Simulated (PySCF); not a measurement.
B(OH)(SiH3)2 (BH7OSi2), SMILES OB([SiH3])[SiH3].

Geometry optimised at B3LYP-D3(BJ)/def2-SVP. The structure was generated by enumeration, and PubChem lists no compound with its InChIKey, so it may never have been made. The values are those of a single conformer.

Two levels are set side by side: TDA-PBE/def2-SVPD (PySCF) and TDA-PBE0/def2-SVPD (PySCF). Vertical, same geometry. The lowest singlet is HOMO→LUMO 99 % with PBE and HOMO→LUMO 99 % with the other functional; states are paired by order. Differences are taken from unrounded values.

```
quantity                               TDA-PBE0
-------------------------------------  --------
lowest singlet excitation (eV)             4.11
lowest triplet excitation (TDA) (eV)       3.34
first bright state (f over 0.05) (eV)      6.61
its oscillator strength                    0.10
```

**Question.** What does TDA-PBE give, and how far is it from TDA-PBE0? (Estimate from the structure and the level; the computed values follow.)

**Answer.** 
| quantity | TDA-PBE | TDA-PBE minus TDA-PBE0 |
|---|---|---|
| lowest singlet excitation (eV) | 3.90 | -0.21 |
| lowest triplet excitation (TDA) (eV) | 3.21 | -0.13 |
| first bright state (f over 0.05) (eV) | 5.91 | -0.71 |
| its oscillator strength | 0.05 | -0.04 |

A lower first singlet is the usual sign of a functional without exact exchange. Differences between two approximate levels are no errors against the true value.

Rough cost on one machine, each run with all the roots and properties that it gave: TDA-PBE0 against TDA-PBE about 2 times.
